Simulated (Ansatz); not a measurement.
Job for Ansatz (an electronic-structure program): R-B3LYP/def2-TZVPP on BFH3NO (SMILES NB(O)F), a point of a torsion scan.

Ansatz 0.2 input:
```yaml
crystal:
  periodic: [false, false, false]
  atoms:
    - {symbol: N, position_ang: [0.99159353, -0.30458512, 0.09475249]}
    - {symbol: B, position_ang: [-0.11371868, 0.34345720, 0.65562881]}
    - {symbol: O, position_ang: [0.00764866, 1.38331601, 1.50069722]}
    - {symbol: F, position_ang: [-1.35199597, -0.06681590, 0.29786945]}
    - {symbol: H, position_ang: [1.86578094, 0.16397454, -0.05034437]}
    - {symbol: H, position_ang: [0.84393216, -1.05692684, -0.55514627]}
    - {symbol: H, position_ang: [-0.82515585, 1.73213461, 1.81675039]}
basis:
  gaussian:
    orbitals: def2-TZVPP
hamiltonian:
  xc: {name: B3LYP}
scf: {lower_state_search: off}
```

Output:

```
WARN ansatz: RAYON_NUM_THREADS=1 ignored (pool sized by the plan → 1); use --threads N
Functional definition: B3LYP
these checks for a lower state are left out or cut short: stability, starts, cluster_reference, orbital_swaps, neighbouring_geometries, increment
integrals: 0.06 GiB planned
808 factors; their error is unknown
mean field: 0.59 GiB planned
mean field evaluation 1: about -6976.1880 eV, gradient 8.1e1 eV
mean field evaluation 2: about -6964.0083 eV, gradient 1.1e2 eV
mean field evaluation 4: about -6986.7489 eV, gradient 6.6e0 eV
mean field evaluation 8: about -6986.8096 eV, gradient 6.1e-2 eV
mean field evaluation 16: about -6986.8263 eV, gradient 8.1e-6 eV
mean field -6986.82627911 eV, -256.7611299162 hartree, gradient 8.1e-6 eV, S^2 0.000000; 0 other end points of the search recorded, 0 dependent functions left out
reference -6986.82649454 eV, -256.7611378332 hartree; 16, 16 occupied and 150, 150 virtual orbitals, 808 factors
Total energy: -6986.82649454 eV, -256.7611378332 hartree
Checks for a lower state left out: stability, starts, cluster_reference, orbital_swaps, neighbouring_geometries, increment
```

The calculation finished and met its thresholds.

Cost: roughly 1.3 core-seconds.
